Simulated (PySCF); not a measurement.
## Relaxation of quartet H₂RuN

Level of theory: UPBE0 in PySCF with Ru def2-TZVP with ECP28, N def2-TZVP, H def2-TZVP; scalar-relativistic core potentials, no spin–orbit coupling; density-fitted integrals. A (50,194) grid was used.

A start displaced from a saddle point along its imaginary mode, of Cs symmetry, held to at least that symmetry:

```xyz
4
charge 0 multiplicity 4, angstrom
Ru    0.1463    0.0112    0.0610
N    -1.3627   -0.0458   -0.5682
H     1.9177   -0.2500    1.2221
H     2.2178   -0.2500    0.5023
```

(1) What does it relax to?

(2) How much energy is released, and in how many steps?

Results:

(1) It ends at Cs with H–H 0.793 Å, Ru–H 2.006 Å (×2), Ru–N 1.631 Å; H–H–Ru 78.6° (×2), H–Ru–H 22.8°, H–Ru–N 147.8° (×2). A frequency run shows a minimum. Other isomers or separated fragments may lie lower.

(2) 2.1 kJ/mol in 10 steps.

Open d and f shells are described by one determinant, and the ground state may have another occupation or spin.
